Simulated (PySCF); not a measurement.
## Ionisation energy of Ag⁺ by level of theory

Ag⁺ [Kr] 4d10 → Ag²⁺ [Kr] 4d9 [4d3/2^4 4d5/2^5, M_J = 5/2], as a difference of total energies. Calculation: PySCF 2.14, in x2c-TZVPPall-2c (8s9p7d2f1g, 93 functions); the two-component X2C-1e Hamiltonian. Correlated levels: [Ar] 3d10 frozen; the 6 highest virtual spinors dropped. "Screened" scales the spin-orbit matrix elements by Boettger's factors to mimic the two-electron term; Breit and QED terms are absent.

```
                    method  ionisation energy (eV)  error (eV)
           GHF (spin-free)                  19.813      -1.671
          GMP2 (spin-free)                  21.749      +0.265
 GHF (screened spin-orbit)                  19.579      -1.905
GMP2 (screened spin-orbit)                  21.505      +0.021
```

Reference: 21.484 eV (measured; NIST Atomic Spectra Database, ionization energies).

The spin-free rows lack the spin-orbit shift.

Errors of the correlated levels include the incompleteness of this basis and the frozen core.
